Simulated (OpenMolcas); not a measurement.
**Levels of Si³⁺ by method**

```json
{
 "Program": "OpenMolcas 26.06",
 "Basis": "ANO-RCC-VQZP [6s5p3d2f1g]",
 "Scalar Hamiltonian": "DKH2, point nucleus",
 "Active space": "1 electron in 4 orbitals (3s 3p)",
 "State averaging": "2S+1 = 2 even, 1 root; 2S+1 = 2 odd, 3 roots",
 "Spin-orbit coupling": "state interaction with AMFI integrals over the reference wave functions, term energies averaged over their components"
}
```

Methods on the same reference wave functions:
A. CASSCF
B. SS-CASPT2, IPEA 0.25 Eh, imaginary shift 0.1 Eh (closed shells correlated: 2s 2p)

Energies in cm-1 above 3s 2S 1/2, the measured ground level; measured values from NIST levels in Kelleher and Podobedova, J. Phys. Chem. Ref. Data 37, 1285 (2008).

```csv
Level,A,B,Measured
3s 2S 1/2,0.0,0.0,0.0
3p 2P* 1/2,70702,71057,71288
3p 2P* 3/2,71083,71439,71749
```

Deviations, from unrounded energies. A percentage is the sum of absolute deviations over the sum of measured energies, with the sign that they share, or ± where signs differ.

```json
{"Against measurement": "mean absolute deviation (cm-1)", "Levels": "2", "A": "630", "B": "270"}
{"Against measurement": "other configurations (%)", "Levels": "2", "A": "-0.9", "B": "-0.4"}
```

B lies closest to measurement on these levels. The largest miss of B in the table is 3p 2P* 3/2, by -310 cm-1. The ranking rests on the paired levels alone, and a cruder setting can come out closer through cancelling errors.

The lowest spin-free term lies below A's lowest term by 0.051 hartree in B.

With one active electron the reference holds no correlation, so core polarisation is missing (holds for A). With one active electron, CASPT2 adds the correlation within the correlated inactive shells and between them and that electron, and leaves the splitting within a term as the reference gives it (holds for B). Measured partners are found by configuration, term and J. A level has none where our copy of the source lacks it or the pairing is in doubt (some pairs that miss far off the trend of their configuration count as doubtful), and it then counts in no deviation. Levels of configurations outside the active space are missing.

* marks odd parity.
